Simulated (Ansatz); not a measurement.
C₅H₅F, SMILES C#C[C@H](F)C=C.

Geometry: PBE0-D3(BJ)/def2-SVP. The structure was generated by enumeration; whether it is a known compound was not checked. Other conformers were not sampled.

Two levels are set side by side: PBE/def2-SVPD (Ansatz, a quantum-chemistry and plane-wave program) and CAM-B3LYP/def2-SVPD (Ansatz). Energy differences of separate SCF runs at the same geometry; the states with an electron removed or added have multiplicity 2 and 2. Differences are taken from unrounded values.

| quantity | CAM-B3LYP |
|---|---|
| vertical ionisation energy (eV) | 10.22 |
| vertical singlet–triplet gap (eV) | 4.42 |

Task: What does PBE give, and how far is it from CAM-B3LYP? (An estimate is asked for; the answer gives what the named calculation found.)

Result: 
| quantity | PBE | PBE minus CAM-B3LYP |
|---|---|---|
| vertical ionisation energy (eV) | 9.79 | -0.43 |
| vertical singlet–triplet gap (eV) | 4.49 | 0.07 |
